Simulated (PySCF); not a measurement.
Job file and geometry (Å, from PBE0-D3(BJ)/def2-TZVP) of an NMR shielding run on Hydroxydifluoroborane, BF2HO, GIAO wB97X-D/pcSseg-2 NMR shielding, non-relativistic, gas phase in PySCF; density fitting, a coarse starting grid and PySCF grid level 2 are the driver's defaults:

```
$ OMP_NUM_THREADS=1 python probes_run.py task.json out

{"job": {"kind": "nmr", "xc": "wB97X-D", "basis": "pcSseg-2", "pop": false}, "charge": 0, "multiplicity": 1}
O     -0.473342     0.720975     0.281261
B     -0.032096    -0.363507    -0.381716
F      1.178255    -0.417818    -0.924479
F     -0.817900    -1.414190    -0.501815
H      0.166785     1.435571     0.317062
```

Problem. Write the output of this run.

Solution. 
```
coarse grid: 4968 points
cycle   1  E = -300.4686955409  dE =  5.161e-01  |g| = 8.820e-01  |ddm| = 1.445e+00
cycle   2  E = -300.4712775054  dE = -2.582e-03  |g| = 9.449e-01  |ddm| = 6.772e-01
cycle   3  E = -300.5965881263  dE = -1.253e-01  |g| = 3.846e-02  |ddm| = 3.181e-01
cycle   4  E = -300.5968409125  dE = -2.528e-04  |g| = 2.086e-02  |ddm| = 2.684e-02
cycle   5  E = -300.5969003265  dE = -5.941e-05  |g| = 9.301e-03  |ddm| = 1.029e-02
cycle   6  E = -300.5969132671  dE = -1.294e-05  |g| = 1.136e-03  |ddm| = 3.813e-03
cycle   7  E = -300.5969135801  dE = -3.130e-07  |g| = 1.624e-04  |ddm| = 8.751e-04
final grid: 51000 points
cycle   8  E = -300.5892971683  dE = -1.225e-04  |g| = 8.239e-03  |ddm| = 3.465e-02
cycle   9  E = -300.5892952164  dE =  1.952e-06  |g| = 9.140e-03  |ddm| = 5.165e-03
cycle  10  E = -300.5893061731  dE = -1.096e-05  |g| = 4.525e-04  |ddm| = 2.761e-03
cycle  11  E = -300.5893062017  dE = -2.867e-08  |g| = 2.542e-04  |ddm| = 3.007e-04
cycle  12  E = -300.5893062118  dE = -1.003e-08  |g| = 6.178e-05  |ddm| = 1.157e-04
cycle  13  E = -300.5893062125  dE = -7.150e-10  |g| = 1.312e-05  |ddm| = 3.210e-05
converged SCF energy = -300.5893062125

GIAO shielding tensors (ppm)
atom      isotropic    diamagn.    paramagn.     s11        s22        s33       span
  0 O      249.677     383.867    -134.190    170.471    280.593    297.968    127.497
  1 B       86.397     194.364    -107.967     77.071     79.225    102.896     25.825
  2 F      311.788     466.971    -155.183    204.161    362.307    368.896    164.735
  3 F      319.237     465.381    -146.144    211.540    362.276    383.895    172.354
  4 H       28.065      30.639      -2.574     21.634     23.941     38.619     16.986
```

Problem. Turn these shieldings into chemical shifts. δ = σ(ref) − σ, references computed at the same level: ¹⁷O (σ = 328.24 ppm) against H2O; BF3·OEt2 for ¹¹B (σ = 99.58 ppm); CFCl3 for ¹⁹F (σ = 184.95 ppm); ¹H (σ = 31.63 ppm) vs TMS.

Solution. Averaging equivalent atoms: O 0: 78.6; B 1: 13.2; F 2/3: -130.6; H 4: 3.57 ppm. Unscaled 19F shifts against computed CFCl3 carry errors that often reach 10 to 50 ppm. Experimental scales use liquid or dissolved standards, which lie at an offset from isolated H2O (liquid H2O: subtract about 36 ppm).

Size and cost of the density-fitted run: 158 basis functions, 5.2 s wall time on 1 thread of an Intel Xeon 6975P-C, shared host; peak memory 0.67 GiB.
